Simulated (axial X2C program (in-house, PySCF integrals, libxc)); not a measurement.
# Potential curves of SeH, with spin–orbit coupling

Calculated with an in-house relativistic program for diatomic molecules. Two-component (2c) means X2C with spin–orbit coupling and atomic mean-field two-electron Coulomb and Gaunt terms. Basis: Se dyall-v3z [8s9p6d1f], H dyall-v3z [6s2p1d] (cores contracted in-house); Gaussian nuclei, density fitting, unrestricted open shells. Masses: Se 79.917 u, H 1.008 u.

State: Ω = 3/2 (⟨Sz⟩ = 0.50, ⟨Lz⟩ = 1.00 at PBE0). Energies in kJ/mol from the fragments at the same level (Se + H). Fits are polynomials in 1 − R0/R over 0.85 to 1.23 times the lowest point R0.

```tsv
R (Å)	PBE0
1.2806	-268.59
1.3395	-297.79
1.3837	-310.80
1.4278	-317.71
1.4720	-319.69
1.5235	-316.98
1.5750	-310.01
1.6413	-296.32
1.7222	-274.54
1.8400	-236.90
```

The state is a single determinant with fixed occupations, the lowest that a limited PBE0 search found. Dissociation energies refer to the lowest single-determinant-based atoms at the same level and basis. Density functionals use the spin component along the axis (collinear). The functionals have no current-density term, which raises determinants with orbital currents, atoms included.

Question: Fit the PBE0 curve near its minimum: give the equilibrium distance, the harmonic wavenumber and the well depth.

Answer: At PBE0, 2c: Re = 1.470 Å, ωe ≈ 2420 cm⁻¹, De = 3.31 eV to Se + H; Be follows as 7.84 cm⁻¹.
